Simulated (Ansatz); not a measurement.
The cluster Li₄S₂. The state is a triplet with charge 0. Geometry PBE0-D4/def2-TZVP, that of the neutral singlet; atoms count from 1.

Cartesian coordinates in Å:
```
Li -0.218 0.379 1.561
Li 0.339 1.408 -0.699
Li -2.475 -1.603 -1.384
Li 1.441 -0.773 0.012
S 1.767 1.195 0.989
S -0.856 -0.607 -0.479
```

At PBE0-D4/def2-TZVP a singlet of charge 0 lies 2.84 eV below the triplet at the same geometry. The structure comes from a short search, and lower isomers may exist.

(1) Estimate the Mulliken populations from the PBE0/def2-TZVP orbitals of Ansatz.

(2) Where does the spin sit?

Results:

(1) 
```csv
atom,charge (e),spin (α − β)
Li1,0.59,0.10
Li2,0.58,0.11
Li3,0.18,0.71
Li4,0.60,0.10
S5,-0.81,0.74
S6,-1.15,0.24
```
Mulliken values and Mayer orders depend strongly on the basis.

(2) Summed by element: Li 1.02, S 0.98, of 2 unpaired in all. Largest on single atoms: S5 0.74, Li3 0.71, S6 0.24.
